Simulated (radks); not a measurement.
Question: Species: Pb XXVIII. Configuration: [Kr] 4d10 4f9 (the NIST ground configuration). All-electron calculation, scalar-relativistic Kohn-Sham, PBE, spin-polarised, spherical densities, finite nucleus; open shells are filled with parallel spins first (spin-orbit coupling, left out, can overturn this in heavy ions); Fermi nuclear charge, rms radius 5.5012 fm. Program: a radial shooting solver on a logarithmic mesh with Libxc functionals. Some entries of the table are withheld. Estimate them.

| orbital | occ. | eigenvalue (eV) | <r^2> (bohr^2) | <r> (bohr) |
|---|---|---|---|---|
| 1s down | 1 | -88919.20 | 0.0003575 | 0.01606 |
| 1s up | 1 | -88919.18 | 0.0003575 | 0.01606 |
| 2s up | 1 | -16594.60 | 0.005421 | 0.06761 |
| 2s down | 1 | -16594.41 | 0.005421 | 0.06761 |
| 2p up | 3 | -14360.06 | 0.004616 | 0.06143 |
| 2p down | 3 | -14359.91 | 0.004616 | 0.06143 |
| 3s up | 1 | -4615.503 | 0.03476 | 0.1743 |
| 3s down | 1 | -4610.037 | 0.03471 | 0.1742 |
| 3p up | 3 | -3973.876 | 0.03597 | 0.1761 |
| 3p down | 3 | -3968.278 | 0.03590 | 0.1760 |
| 3d up | 5 | -3319.363 | 0.02976 | 0.1596 |
| 3d down | 5 | -3315.089 | 0.02969 | 0.1594 |
| 4s up | 1 | -1646.389 | 0.1585 | 0.3752 |
| 4s down | 1 | -1638.015 | 0.1588 | 0.3756 |
| 4p up | 3 | -1429.009 | 0.1777 | 0.3961 |
| 4p down | 3 | -1421.064 | 0.1781 | 0.3966 |
| 4d up | 5 | -1179.957 | 0.1899 | (1) |
| 4d down | 5 | -1172.115 | 0.1906 | (2) |
| 4f up | 7 | (3) | 0.1831 | 0.3981 |
| 4f down | 2 | (4) | 0.1846 | 0.3996 |

Answer: 
(1) 4d up <r> (bohr): 0.4070
(2) 4d down <r> (bohr): 0.4079
(3) 4f up eigenvalue (eV): -910.3826
(4) 4f down eigenvalue (eV): -901.6973
